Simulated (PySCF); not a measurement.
Cd(I)(OMe) (CH₃CdIO), SMILES C[O][Cd][I].

The structure is a stationary point at r2SCAN-D4/def2-SVP. The structure was generated by enumeration; whether it is a known compound was not checked. The def2 effective core potentials stand for the cores of Cd, I; spin–orbit coupling is left out. The values are those of a single conformer.

Method: CAM-B3LYP/def2-TZVP (PySCF).

Isolated molecule, no solvent.

Q: Estimate the frontier levels, gap, dipole moment and polarisability. (An estimate is asked for; the answer gives what the named calculation found.)

A: 
- highest occupied level: -8.73 eV
- lowest empty level: -1.10 eV
- orbital gap: 7.63 eV
- dipole moment: 1.12 D
- quadrupole, principal values (traceless, Buckingham form, about the centre of nuclear charge): -9.33, 3.38, 5.95 D·Å
- mean static polarisability: 78.4 bohr³ (11.61 Å³)
- polarisability, principal values: 57.0, 57.9, 120.2 bohr³
